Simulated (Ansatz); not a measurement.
```yaml
crystal:
  periodic: [false, false, false]
  atoms:
    - {symbol: Na, position_ang: [-0.917503, -2.353866, 0.843388]}
    - {symbol: Na, position_ang: [1.676306, 2.066264, 0.119894]}
    - {symbol: Se, position_ang: [-0.758815, 0.287615, -0.963295]}
basis:
  gaussian: {orbitals: "6-31G*"}
hamiltonian: {xc: {name: BLYP}, dispersion: d4}
accuracy: high
output: {forces: true}
```

```sh
$ ansatz run in.yaml --threads 4 --pin off --events-out ev --progress --plain --max-ram 3916MiB
```

Shortened log:

```
Functional definition: BLYP
1259 factors; integrals over basis functions are off by at most 4.2e-9 eV
mean field evaluation 1: about -74168.8851 eV, gradient 3.2e1 eV
mean field evaluation 2: about -74075.3306 eV, gradient 8.6e1 eV
mean field evaluation 4: about -74172.0455 eV, gradient 2.5e1 eV
mean field evaluation 8: about -74175.2148 eV, gradient 4.9e0 eV
mean field evaluation 16: about -74175.5264 eV, gradient 4.8e-7 eV
mean field evaluation 32: about -74170.5320 eV, gradient 1.4e-1 eV
mean field evaluation 64: about -74175.5003 eV, gradient 1.5e0 eV
mean field evaluation 96: about -74175.0244 eV, gradient 2.9e0 eV
mean field -74175.52642040 eV, -2725.9003179719 hartree, gradient 6.1e-9 eV, S^2 0.000000; 7 other end points of the search recorded, 0 dependent functions left out
reference -74175.52646127 eV, -2725.9003194742 hartree; 28, 28 occupied and 45, 45 virtual orbitals, 1259 factors
Total energy: -74175.68663016 eV, -2725.9062055721 hartree
Atom 0 at    -0.917503    -2.353866     0.843388 Å, force     0.076013     0.694727    -0.441313 eV/Å
Atom 1 at     1.676306     2.066264     0.119894 Å, force    -0.618650    -0.489053    -0.247550 eV/Å
Atom 2 at    -0.758815     0.287615    -0.963295 Å, force     0.542636    -0.205674     0.688862 eV/Å
Dipole moment:     0.898690    -0.340628     1.140863 e Å
```

It took 7 s on 4 threads of Arm Neoverse V1 on a shared host.

The 6-31G sets use Cartesian d functions.
